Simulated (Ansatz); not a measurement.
Program: Ansatz. Geometries: PBE0-D4/def2-TZVP. ΔE: electronic, gas phase. CCSD(T)/CBS is the MP2 limit (def2-TZVPP, def2-QZVPP) plus CCSD(T) − MP2 in def2-TZVPP, frozen cores. Functionals use def2-TZVPP. B3LYP here is the variant with VWN-RPA as its local correlation; programs differ in this. For Ge outer-core shells are correlated without core-valence functions, which leaves a few kJ/mol of doubt a bond. Scalar relativity is left out up to krypton. Each species was taken in one conformer, which may not be the lowest.

Consider the formal exchange of groups at a B–C bond: `BC(=O)O` + `[OH][GeH2][SiH2][SiH3]` → `[BH2][GeH2][SiH2][SiH3]` + `O=C(O)O`.

| level | ΔE (kJ/mol) | difference from CCSD(T)/CBS |
| --- | --- | --- |
| PBE-D4 | 17.4 | -3.2 |
| B3LYP-D4 | 25.2 | 4.6 |
| ωB97M-V | 17.9 | -2.7 |
| B2PLYP | 27.7 | 7.1 |
| r2SCAN | 16.1 | -4.5 |
| PBE0 | 8.6 | -12.0 |
| B3LYP | 26.9 | 6.3 |
| HF/def2-TZVPP | 17.5 | -3.1 |
| MP2/def2-TZVPP | 22.0 | 1.4 |
| SCS-MP2/def2-TZVPP | 26.3 | 5.7 |
| CCSD(T)/def2-TZVPP | 18.7 | -1.9 |
| HF/def2-QZVPP | 20.0 | -0.6 |
| MP2/def2-QZVPP | 23.9 | 3.3 |
| HF/CBS(def2) | 20.3 | -0.3 |
| MP2/CBS(def2) | 23.9 | 3.3 |
| CCSD/CBS(def2) | 18.9 | -1.7 |
| CCSD(T)/CBS | 20.6 | 0 |

Largest T1 diagnostic among the species: 0.019.

From PBE to PBE0 (25 % exact exchange), in def2-TZVPP and without D4, ΔE moves by −9.8 kJ/mol.
